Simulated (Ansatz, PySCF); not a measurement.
Bond stretch in Al₂, triplet.

ROCCSDT(Q) = CCSDT(Q)/B on ROHF/cc-pVTZ, frozen core (Ansatz, a quantum-chemistry and plane-wave program); ROHF/cc-pVTZ (PySCF); UCCSD = Ansatz with CCSD on UHF/cc-pVTZ, frozen core; UCCSDT(Q) = CCSDT(Q) on UHF/cc-pVTZ, frozen core in Ansatz.

Energies are in eV, each relative to the lowest point of its own curve near equilibrium.

```tsv
R / Å	ROCCSDT(Q)	ROHF	UCCSD	UCCSDT(Q)
2.44	0.231	0.028	?	0.229
2.59	0.045	0.000	0.044	0.045
2.64	0.017	0.015	0.017	0.017
2.73	0.000	?	0.000	0.000
2.78	0.005	0.099	0.005	0.005
2.91	0.053	0.212	0.055	0.053
3.01	0.115	?	0.119	0.115
3.12	0.198	?	0.205	0.198
3.35	0.397	?	0.427	0.398
3.68	0.678	1.021	0.744	0.680
4.11	0.969	1.409	1.002	0.976
4.46	1.136	1.672	1.105	1.146
4.88	1.263	1.932	1.170	1.270
5.43	1.339	2.194	1.212	1.342
6.02	1.370	2.400	1.233	1.371
6.75	1.384	2.579	1.244	1.385
7.41	1.390	?	1.249	1.390
8.35	1.394	2.812	1.253	1.394
```

### Question
Some entries are withheld; supply them.

### Answer

- 2.44, UCCSD: 0.180
- 2.73, ROHF: 0.063
- 3.01, ROHF: 0.312
- 3.12, ROHF: 0.429
- 3.35, ROHF: 0.679
- 7.41, ROHF: 2.694

The scan ran from 2.18 to 8.35 Å; beyond the distances shown one of the unrestricted levels run for this scan, shown here or not, changes its spin distribution in one step. The T1 diagnostic of CCSD on the restricted reference of ROCCSDT(Q) exceeds 0.045 at 3.68 Å. The unrestricted determinant behind UCCSD, UCCSDT(Q) is spin-contaminated at 2.44 Å (<S²> up to 2.2, against 2.00 for a pure triplet).
